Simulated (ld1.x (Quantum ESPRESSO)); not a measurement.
## Before and after: PAW potential for manganese

* Element: Mn
* Generator: ld1.x (Quantum ESPRESSO) 7.5
* Type: PAW
* Functional: PBE
* Relativity: scalar-relativistic
* Frozen core: [Ar]
* Valence charge: 7
* Reference configuration: 3d5 4s0 4p0 (charge +2)
* Partial waves: 4s (bound, empty): rcut 1.90, rcutus 2.55 bohr; 4s channel at -0.35 Ry: rcut 1.90, rcutus 2.55 bohr; 4p (bound, empty): rcut 1.80, rcutus 2.45 bohr; 4p channel at 0.4 Ry: rcut 1.80, rcutus 2.45 bohr; 3d (bound): rcut 1.10, rcutus 1.50 bohr; 3d channel at -1.25 Ry: rcut 1.10, rcutus 1.50 bohr
* Local potential: all-electron potential smoothed inside 1.80 bohr (lloc = -1)
* Core correction: Bessel-smoothed model core, default radius (core density twice the valence density)
* Augmentation charge: BESSEL, radius 1.20 bohr

Change: local potential all-electron potential smoothed inside 3.06 bohr (lloc = -1).

Cutoffs: the cutoffs (Ry, on a coarse ladder) from which the occupation-weighted sum of valence levels, in a spherical-Bessel basis at the reference potential, stays within 10 and 1 mRy of its value at 400 Ry; they do not see the model core or the augmentation charge, which bear on the density cutoff. Errors are all-electron minus pseudo energies relative to the spin-unpolarised reference configuration.

Question: How do hardness, ghosts and transferability respond?

Answer: The potential gets neither clearly harder nor softer (45 Ry and 80 Ry → 45 Ry and 80 Ry); of the 7 tests that both files solve, the error grows in 1 and shrinks in 5 by more than 15 % and 0.3 meV (median size 13.0 → 0.9 meV); neither file shows a bound ghost.

```tsv
quantity	base	changed
cutoff, loose	45 Ry	45 Ry
cutoff, tight	80 Ry	80 Ry
bound ghosts	none	none
error for 3d5 4s2 4p0, meV [ΔE -24.01 eV]	+20	-1.4
error for 3d5 4s1 4p0, meV [ΔE -15.60 eV]	+6.5	-0.4
error for 3d4 4s0 4p0, meV [ΔE 32.52 eV]	-338	-389
error for 3d5 4s0 4p2, meV [ΔE -16.09 eV]	+2.2	-0.1
error for 3d5 4s0 4p1, meV [ΔE -10.86 eV]	+1.2	+0.1
error for 3d5 4s1.5 4p0, meV [ΔE -20.65 eV]	+13	-0.9
error for 3d6 4s0 4p0, meV [ΔE -17.20 eV]	-112	-124
lowest overlap eigenvalue by channel	s 0.35, p 0.57, d 0.96	s 0.41, p 0.61, d 1.00
```
